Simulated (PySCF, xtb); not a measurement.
Si(OH)2 (H2O2Si), SMILES O[Si]O (connectivity only; charge and spin as stated), neutral, multiplicity 1. The values are those of a single conformer.

Harmonic wavenumbers (cm⁻¹) from xtb 6.7.1 with GFN2-xTB at its own minimum, in rising order: 294, 397, 460, 706, 772, 805, 902, 3526, 3725.

What does B3LYP-D3(BJ)/def2-TZVP (PySCF) give at its own minimum? (Estimate from the structure and the level; the computed values follow.)

322, 448, 512, 776, 794, 839, 899, 3776, 3840. Paired by order, the mean absolute difference is 70 cm⁻¹ and the zero-point energies are 16.6 and 17.5 kcal/mol.
